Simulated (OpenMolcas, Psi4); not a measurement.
**How methods differ on Ge2H6 (digermane)**

The species is Ge2H6 (8 atoms), meant as a singlet with charge 0. As SMILES, `[GeH3][GeH3]`. The shape is that of a PBE0-D4/def2-TZVP optimisation.

| atom | x (Å) | y (Å) | z (Å) |
| --- | --- | --- | --- |
| Ge | -0.5692 | 0.2819 | -1.0299 |
| Ge | 0.5692 | -0.2819 | 1.0299 |
| H | -0.3605 | -0.8252 | -2.0758 |
| H | -2.0775 | 0.4423 | -0.7801 |
| H | -0.0232 | 1.6020 | -1.5979 |
| H | 0.3674 | 0.8291 | 2.0731 |
| H | 2.0763 | -0.4505 | 0.7785 |
| H | 0.0175 | -1.5977 | 1.6022 |

Quantity: the electronic atomisation energy, in eV. The values are calculated. Electronic energies at fixed atoms, without zero-point motion or spin-orbit coupling.

| level | kind | program | value (eV) | less CCSD(T)/6-31G* | CPU time (all runs) |
| --- | --- | --- | --- | --- | --- |
| BLYP/6-31G* (spherical functions) | GGA | Psi4 | 20.00 | +1.83 | 46 s |
| M06-L/6-31G* (spherical functions) | meta-GGA | OpenMolcas | 20.57 | +2.40 | 63 s |
| TPSS/6-31G* (spherical functions) | meta-GGA | OpenMolcas | 21.35 | +3.18 | 67 s |
| B3LYP/6-31G* (spherical functions) | global hybrid | OpenMolcas | 20.44 | +2.27 | 53 s |
| BHLYP/6-31G* (spherical functions) | global hybrid | OpenMolcas | 20.35 | +2.18 | 49 s |
| MP2/6-31G* (spherical functions) | perturbation theory | Psi4 | 17.80 | -0.37 | 17 s |
| CCSD(T)/6-31G* (spherical functions) | coupled cluster or CI | Psi4 | 18.17 | 0.00 | 48 s |
| CCSD/6-31G* (spherical functions) | coupled cluster or CI | Psi4 | 18.07 | -0.10 | 37 s |

CCSD(T)/6-31G* (spherical functions) is the highest level here, not the true value. All-electron rows without a relativistic Hamiltonian named are non-relativistic. The values span 17.80 to 21.35 eV. In the correlated wave-function rows the outer d shell of Ge is correlated, in sets not made for it. Times are those of the runs behind each value, whatever else they computed, on shared processors of several kinds: orders of magnitude only.
